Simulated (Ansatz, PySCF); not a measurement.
System: sum formula LiNH₃F, net charge 0, singlet state. SMILES: [Li]([F])<-[NH3]
Structure (B3LYP-D3(BJ)/def2-TZVP (Ansatz, an electronic-structure program) minimum search):
```xyz
6

N      0.0070    -0.0022    -1.7162
H      0.8171    -0.4835    -2.0954
H     -0.8121    -0.4625    -2.1021
H      0.0207     0.9380    -2.1004
Li    -0.0014     0.0004     0.3327
F     -0.0078     0.0024     1.9236
```

Quantity: atomisation energy (electronic, to ground-state atoms), in kJ/mol. Valence correlation only, unless marked. UHF or UKS for open shells. Spin-orbit coupling is left out. Non-relativistic. The coupled-cluster limit lacks core correlation, which all-electron functionals hold. CBS(X,Y): correlation extrapolated as X^-3; Hartree-Fock from the larger set.

```
level                                      program  atomisation energy (kJ/mol)  minus last row
----------------------------------  --------------  ---------------------------  --------------
HF/def2-TZVPD                                PySCF                       1290.4          -614.5
HF-D4/def2-TZVPD                     PySCF + dftd4                       1303.7          -601.2
BP86/def2-TZVPD                              PySCF                       1949.6            44.7
TPSS/def2-TZVPD                              PySCF                       1895.9            -9.0
TPSS-D3(BJ)/def2-TZVPD               PySCF + dftd3                       1902.6            -2.3
B97M-V/def2-TZVPD                           Ansatz                       1881.3           -23.6
BHLYP-D4/def2-TZVPD                 Ansatz + dftd4                       1829.1           -75.8
PW6B95-D4/def2-TZVPD                 PySCF + dftd4                       1885.9           -19.0
HSE06-D3(BJ)/def2-TZVPD             Ansatz + dftd3                       1865.3           -39.6
CCSD(T)/CBS(def2-TZVPP,def2-QZVPP)          Ansatz                       1904.9             0.0
```
